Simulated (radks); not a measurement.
The numbers below are computed, except where a source is named.
Initial-state core-level shifts of neutral thulium when its valence configuration changes from [Xe] 4f13 6s2. Level of theory: Dirac Kohn-Sham, PBEsol, spin-unpolarised, spherical densities, point nucleus; open shells fill j = l - 1/2 first (a radial shooting solver on a logarithmic mesh with Libxc functionals). Shifts are changes of the shell-averaged eigenvalues in eV (positive: less bound).

| valence | 1s | 3p | 4p | 5p |
|---|---|---|---|---|
| 4f13 5d1 6s1 | +0.436 | +0.465 | +0.488 | +0.543 |
| 4f13 5d1 6s0.5 6p0.5 | -0.087 | -0.040 | -0.022 | +0.005 |
| 4f13 5d0.5 6s1 6p0.5 | -0.315 | -0.283 | -0.276 | -0.276 |
| 4f13 6p2 | -2.574 | -2.502 | -2.529 | -2.635 |
| 4f13 5d1.5 6p0.5 | +0.031 | +0.095 | +0.123 | +0.171 |
| 4f11 5d2 6s2 | -13.628 | -16.434 | -15.479 | -6.341 |
| 4f12 5d1 6s2 | -6.468 | -7.685 | -7.357 | -3.336 |
| 4f10 5d3 6s2 | -21.466 | -26.176 | -24.272 | -9.194 |
